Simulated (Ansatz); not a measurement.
`[F][Sn]([F])([F])[SiH3]` + HI → `[F][Sn]([F])([F])[I]` + SiH₄  (cleavage of the Sn–Si bond)

Computed with Ansatz on PBE0-D4/def2-TZVP structures; ΔE is electronic, products minus reactants. CCSD(T)/CBS adds triple-zeta CCSD(T) − MP2 to the extrapolated MP2 energy (def2 sets, frozen cores). This one scheme is used for every species. Functionals use def2-TZVPP. def2 core potentials past Kr. For I, Sn outer-core shells are correlated without core-valence functions, which leaves a few kJ/mol of doubt a bond.

```
          level  ΔE (kJ/mol)
        PBE0-D4        -43.4
   CAM-B3LYP-D4        -44.5
        ωB97X-V        -47.2
            PBE        -38.6
         revPBE        -39.8
  HF/def2-TZVPP        -61.8
CCSD/def2-TZVPP        -45.1
  HF/def2-QZVPP        -64.3
```

What does CCSD(T)/CBS give? (Estimate.)

Computed: -53.2 kJ/mol. The listed levels differ from it by 9.8, 8.7, 6.0, 14.6, 13.4, -8.6, 8.1, -11.1 kJ/mol.

Largest T1 diagnostic among the species: 0.015.

From BLYP to BHLYP (50 % exact exchange), in def2-TZVPP and without D4, ΔE moves by −8.7 kJ/mol. Leaving LDA and LC-ωPBE aside and taking each functional with its dispersion term where it has one, the values, not all of them listed here, spread over 13.2 kJ/mol, from BHLYP-D4 to PBE-D4. LDA lies +6.6 kJ/mol from PBE without D4. In def2-TZVPP, CCSD(T) changes the Hartree–Fock value by +16.1 kJ/mol (the triples alone add −0.6 kJ/mol) and MP2 by +9.0 kJ/mol.
